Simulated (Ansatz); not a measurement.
Geometry optimisation, RKS revPBE-D4/def2-SVPD in Ansatz 0.2.0.

The input (input.yaml):

```yaml
crystal:
  periodic: [false, false, false]
  atoms:
    - { symbol: Al, position_ang: [0.336947, -0.073908, -0.001095] }
    - { symbol: Cl, position_ang: [1.039171, 0.195297, 2.052091] }
    - { symbol: H, position_ang: [1.734234, 0.413603, -0.462254] }
    - { symbol: O, position_ang: [-1.137926, -0.609196, -0.644963] }
    - { symbol: Si, position_ang: [-2.666684, -1.318096, -0.764948] }
    - { symbol: H, position_ang: [-2.707793, -2.547562, 0.092618] }
    - { symbol: H, position_ang: [-3.700841, -0.334595, -0.309255] }
    - { symbol: H, position_ang: [-2.903407, -1.685842, -2.199893] }
basis:
  gaussian: { orbitals: def2-SVPD }
hamiltonian:
  xc: revpbe
  dispersion: d4
relax:
  f_tol: 0.03
  max_steps: 50
```

Run as:

```bash
$ ansatz run input.yaml --threads 4 --pin off --max-ram 5120MiB --backend cpu --events-out ev --progress --plain --runs-dir out
```

Where does it end, and by what steps?

It converged. The force dipped under the threshold on the way, but the program's further checks kept it going. After 9 steps the energy has fallen by 0.515 eV; Cl2 moved furthest, 0.56 Å.

```json
{"step": "0", "energy less start (eV)": "0.0000", "largest force component (eV/Å)": "1.288", "accepted": "yes"}
{"step": "1", "energy less start (eV)": "-0.3436", "largest force component (eV/Å)": "0.783", "accepted": "yes"}
{"step": "2", "energy less start (eV)": "-0.4925", "largest force component (eV/Å)": "0.445", "accepted": "yes"}
{"step": "3", "energy less start (eV)": "-0.5104", "largest force component (eV/Å)": "0.170", "accepted": "yes"}
{"step": "4", "energy less start (eV)": "-0.5136", "largest force component (eV/Å)": "0.080", "accepted": "yes"}
{"step": "5", "energy less start (eV)": "-0.5147", "largest force component (eV/Å)": "0.099", "accepted": "yes"}
{"step": "6", "energy less start (eV)": "-0.5151", "largest force component (eV/Å)": "0.020", "accepted": "yes"}
{"step": "7", "energy less start (eV)": "-0.5154", "largest force component (eV/Å)": "0.010", "accepted": "yes"}
{"step": "8", "energy less start (eV)": "-0.5153", "largest force component (eV/Å)": "0.038", "accepted": "no"}
{"step": "9", "energy less start (eV)": "-0.5155", "largest force component (eV/Å)": "0.008", "accepted": "yes"}
```

```xyz
8
Properties=species:S:1:pos:R:3
Al 0.427 -0.053 0.035
Cl 0.518 0.012 2.164
H 1.647 0.442 -0.829
O -0.996 -0.652 -0.706
Si -2.554 -1.287 -0.717
H -2.624 -2.502 0.166
H -3.526 -0.252 -0.223
H -2.897 -1.669 -2.128
```

Whether the end is a true minimum wasn't checked by a vibrational analysis.

The run took 15 s on 4 threads of Arm Neoverse V1 (shared host), peak memory 0.18 GiB.
